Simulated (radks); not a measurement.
Species: Rb I. Configuration: [Kr] 5s1.

Calculated with a radial shooting solver on a logarithmic mesh with Libxc functionals: non-relativistic Kohn-Sham, exchange-only PBE, spin-polarised, spherical densities, point nucleus; open shells are filled with parallel spins first (spin-orbit coupling, left out, can overturn this in heavy ions); relativity is left out, which matters for an element this heavy.

Energy parts (eV):
part                   energy
total              -79945.080
kinetic             79945.080
electron-nucleus  -190942.915
Hartree             33702.233
exchange            -2649.477

Orbitals (lengths in bohr, moments of r in powers of bohr; r(max) is where P^2 peaks; r(90%) holds 90 % of the orbital's charge):
[
 {"orbital": "1s up", "occ.": "1", "eigenvalue (eV)": "-14742.98", "r(max)": "0.02728", "<r^2>": "0.002282", "r(90%)": "0.0735"},
 {"orbital": "1s down", "occ.": "1", "eigenvalue (eV)": "-14742.97", "r(max)": "0.02728", "<r^2>": "0.002282", "r(90%)": "0.0735"},
 {"orbital": "2s up", "occ.": "1", "eigenvalue (eV)": "-1941.371", "r(max)": "0.1536", "<r^2>": "0.03908", "r(90%)": "0.281"},
 {"orbital": "2s down", "occ.": "1", "eigenvalue (eV)": "-1941.368", "r(max)": "0.1536", "<r^2>": "0.03908", "r(90%)": "0.281"},
 {"orbital": "2p up", "occ.": "3", "eigenvalue (eV)": "-1762.696", "r(max)": "0.1213", "<r^2>": "0.03006", "r(90%)": "0.255"},
 {"orbital": "2p down", "occ.": "3", "eigenvalue (eV)": "-1762.694", "r(max)": "0.1213", "<r^2>": "0.03006", "r(90%)": "0.255"},
 {"orbital": "3s up", "occ.": "1", "eigenvalue (eV)": "-285.6206", "r(max)": "0.4610", "<r^2>": "0.3128", "r(90%)": "0.775"},
 {"orbital": "3s down", "occ.": "1", "eigenvalue (eV)": "-285.6140", "r(max)": "0.4610", "<r^2>": "0.3128", "r(90%)": "0.775"},
 {"orbital": "3p up", "occ.": "3", "eigenvalue (eV)": "-221.1757", "r(max)": "0.4508", "<r^2>": "0.3204", "r(90%)": "0.796"},
 {"orbital": "3p down", "occ.": "3", "eigenvalue (eV)": "-221.1689", "r(max)": "0.4508", "<r^2>": "0.3204", "r(90%)": "0.796"},
 {"orbital": "3d up", "occ.": "5", "eigenvalue (eV)": "-105.0248", "r(max)": "0.3926", "<r^2>": "0.3360", "r(90%)": "0.853"},
 {"orbital": "3d down", "occ.": "5", "eigenvalue (eV)": "-105.0170", "r(max)": "0.3926", "<r^2>": "0.3360", "r(90%)": "0.853"},
 {"orbital": "4s up", "occ.": "1", "eigenvalue (eV)": "-29.7357", "r(max)": "1.286", "<r^2>": "2.525", "r(90%)": "2.20"},
 {"orbital": "4s down", "occ.": "1", "eigenvalue (eV)": "-29.6906", "r(max)": "1.286", "<r^2>": "2.514", "r(90%)": "2.19"},
 {"orbital": "4p up", "occ.": "3", "eigenvalue (eV)": "-15.0145", "r(max)": "1.437", "<r^2>": "3.570", "r(90%)": "2.67"},
 {"orbital": "4p down", "occ.": "3", "eigenvalue (eV)": "-14.9202", "r(max)": "1.436", "<r^2>": "3.514", "r(90%)": "2.64"},
 {"orbital": "5s up", "occ.": "1", "eigenvalue (eV)": "-2.1575", "r(max)": "4.484", "<r^2>": "33.80", "r(90%)": "8.19"}
]

The highest occupied level is 5s up at -2.158 eV. The spin density at the nucleus is 1.810 e/bohr^3 (1s 0.012, 2s 0.003, 3s -0.004, 4s -0.072, 5s 1.871). The electron density at the nucleus is 3.508e+04 e/bohr^3. The density falls to 0.001 e/bohr^3 at r = 4.52 bohr. Virial ratio -V/T = 2.00000.
